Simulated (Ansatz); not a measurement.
A geometry relaxed with B3LYP-D3(BJ)/def2-TZVP run with Ansatz (a quantum-chemistry and plane-wave program), charge 0, multiplicity 1:

```xyz
9

N      0.5588    -0.0473    -0.6112
N     -1.5731    -0.1146     0.6287
H      2.3835    -0.8785    -0.9893
H     -1.5373    -1.1087     0.7800
H      2.1486    -0.1718     0.7105
H     -0.7048     1.7741    -0.2240
C      1.7209    -0.3704    -0.2818
H     -2.4251     0.3172     0.9386
B     -0.5714     0.6001    -0.0464
```

### Question
Write the SMILES of this molecule.

### Answer
`C=NBN`
